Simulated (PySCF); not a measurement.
# Radial density of Ar⁺ (argon, charge +1)

UHF, [Ne] 3s2 3p5, 2P determinant. Computed with PySCF 2.14 in cc-pVDZ-DK (4s3p1d, 18 functions), with scalar relativity by spin-free X2C-1e.

| r (bohr) | 4πr²ρ (e/bohr) | 4πr²(ρα − ρβ) |
| --- | --- | --- |
| 0.00119 | 0.08282 | 0.0000 |
| 0.00200 | 0.2207 | 0.0000 |
| 0.00336 | 0.5617 | 0.0000 |
| 0.00565 | 1.401 | 0.0001 |
| 0.00950 | 3.333 | 0.0002 |
| 0.0160 | 7.277 | 0.0006 |
| 0.0269 | 13.65 | 0.0018 |
| 0.0452 | 19.93 | 0.0072 |
| 0.0760 | 19.74 | 0.0292 |
| 0.128 | 14.68 | 0.0958 |
| 0.215 | 18.45 | 0.1720 |
| 0.362 | 19.27 | 0.0727 |
| 0.609 | 6.548 | 0.0737 |
| 1.02 | 5.134 | 0.6776 |
| 1.72 | 3.680 | 0.5376 |
| 2.90 | 0.4627 | 0.0627 |
| 4.87 | 0.006864 | 0.0010 |

Densities and radii are taken from the X2C orbitals without a picture-change correction, which distorts them close to the nucleus.
